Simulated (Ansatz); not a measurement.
Ansatz (a quantum-chemistry and plane-wave program) input:

Ansatz 0.2 input:
```yaml
crystal:
  periodic: [false, false, false]
  atoms:
    - {symbol: Zn, position_ang: [-0.33633296, -0.31685854, -0.43001165]}
    - {symbol: Cl, position_ang: [1.70736839, 0.63245292, -0.98389702]}
    - {symbol: Cl, position_ang: [-1.11383964, -0.07329080, 1.74274111]}
basis:
  gaussian:
    orbitals: def2-TZVPD
hamiltonian:
  xc: {name: r2SCAN0}
total_charge: -1
magnetization: {spin_polarized: true, initial_magnetization: 1}
output: {forces: true}
```

Question: Which total energy does the run end on?

Answer: -2699.86425 Eh (r2SCAN0/def2-TZVPD). The basis has 143 functions.

The spin state was set by rule; other spins were not relaxed.
